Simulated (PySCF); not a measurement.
Compound: C2H5BNS (charge -1).
SMILES: `S=C1C[BH2-]N1`

Computed, not measured: PySCF, PBE0-D3(BJ)/def2-SVP geometry optimisation, gas phase.

Masses are those of the commonest isotopes; rigid-rotor values at the optimised geometry. 

Task: What are A, B and C (cm⁻¹)?

Result: Ia = 43.29, Ib = 186.42, Ic = 222.27 u·Å²; 505379 MHz·u·Å²/I gives 11674, 2711 and 2274 MHz, that is A = 0.38940, B = 0.09043, C = 0.07584 cm⁻¹.

Task: Classify the top.

Result: A near-prolate asymmetric top: κ = (2 × 2711 − 11674 − 2274)/(11674 − 2274) = -0.91.

Task: What does the inertial defect say?

Result: Not planar: Δ = Ic − Ia − Ib = -7.44 u·Å². For a rigid frame Δ = −2 Σ m c², so Σ m c² = 3.72 u·Å² lies off the ab plane, practically all of it from hydrogen. The atom farthest from that plane is 1.03 Å away.

Task: Give the other two planar moments, Paa and Pbb, and the rms extents of the mass along the axes.

Result: Paa = Σ m a² = (Ib + Ic − Ia)/2 = 182.70 and Pbb = Σ m b² = (Ia + Ic − Ib)/2 = 39.57 u·Å². With the mass M = 86.02 u, the rms extents √(P/M) along a, b and c are 1.46, 0.68, 0.21 Å.

Task: Give the coordinates in the principal-axis frame, origin at the centre of mass.

Result: The sense of each axis is arbitrary; atoms in the order of the calculation.
| atom | mass (u) | a (Å) | b (Å) | c (Å) |
| --- | --- | --- | --- | --- |
| S1 | 31.972 | 1.709 | -0.010 | 0.000 |
| C2 | 12.000 | 0.032 | -0.017 | 0.000 |
| C3 | 12.000 | -1.007 | -1.126 | 0.000 |
| B4 | 11.009 | -2.127 | 0.107 | -0.001 |
| N5 | 14.003 | -0.820 | 0.998 | 0.000 |
| H6 | 1.008 | -0.916 | -1.769 | -0.891 |
| H7 | 1.008 | -0.917 | -1.767 | 0.893 |
| H8 | 1.008 | -2.816 | 0.235 | -1.026 |
| H9 | 1.008 | -2.818 | 0.236 | 1.023 |
| H10 | 1.008 | -0.508 | 1.964 | 0.000 |

Task: List the rotational levels J(Ka,Kc) to J = 3 (cm⁻¹).

Result: Above 0(0,0):
J = 1: 1(0,1) 0.1663, 1(1,1) 0.4652, 1(1,0) 0.4798
J = 2: 2(0,2) 0.4983, 2(1,2) 0.7832, 2(1,1) 0.8270, 2(2,1) 1.7239, 2(2,0) 1.7244
J = 3: 3(0,3) 0.9950, 3(1,3) 1.2598, 3(1,2) 1.3473, 3(2,2) 2.2227, 3(2,1) 2.2253, 3(3,1) 3.7543, 3(3,0) 3.7543
Those of J = 1 are B + C, A + C and A + B.

Task: Which types of transition are allowed, and where do some lines up to J = 4 fall?

Result: The dipole components (about the centre of mass, as the species is charged) are |μa| = 1.87 D, |μb| = 0.75 D, |μc| = 0.00 D; the mirror of this Cs structure is the ab plane, so μc vanishes by symmetry and there are no c-type lines. The squared components, which scale the intensities, stand as 1.00 : 0.16 (a : b). Some lines, for components of 0.1 D or more:

```
type  branch         J(Ka,Kc)    MHz  lower level (cm⁻¹)
   a       Q  1(1,0) ← 1(1,1)    437               0.465
   a       R  2(0,2) ← 1(0,1)   9954               0.166
   b       R  1(1,1) ← 0(0,0)  13948               0.000
   a       R  3(1,3) ← 2(1,2)  14289               0.783
   a       R  3(0,3) ← 2(0,2)  14892               0.498
   a       R  3(2,2) ← 2(2,1)  14954               1.724
   a       R  3(1,2) ← 2(1,1)  15600               0.827
   b       R  2(1,2) ← 1(0,1)  18495               0.166
   a       R  4(0,4) ← 3(0,3)  19784               0.995
   a       R  4(3,2) ← 3(3,1)  19969               3.754
   a       R  4(3,1) ← 3(3,0)  19971               3.754
   a       R  4(2,2) ← 3(2,1)  20082               2.225
   b       R  3(1,3) ← 2(0,2)  22830               0.498
   b       Q  4(2,2) ← 4(1,3)  25621               2.041
   b       R  4(1,4) ← 3(0,3)  26972               0.995
   b       Q  4(2,3) ← 4(1,4)  29758               1.895
   b       R  2(2,0) ← 1(1,1)  37748               0.465
   b       R  3(3,1) ← 2(2,0)  60855               1.724
   b       Q  4(4,0) ← 4(3,1)  64240               4.420
   b       Q  4(4,1) ← 4(3,2)  64242               4.420
   b       R  4(4,0) ← 3(3,1)  84212               3.754
```

Task: Estimate the classical rotational partition function at 25 K, 50 K and 200 K.

Result: Point group Cs, symmetry number σ = 1; q = (√π/σ)·√((kT/h)³/(ABC)), k/h = 20836.6 MHz/K: 2480 at 25 K, 7030 at 50 K, 56200 at 200 K.

PBE0-D3(BJ)/def2-SVP frequencies: not computed here. These are rigid-rotor constants of the computed structure; measured ground-state constants (B0) also hold zero-point vibration. Quadrupole hyperfine structure (11B, 14N) is left out.
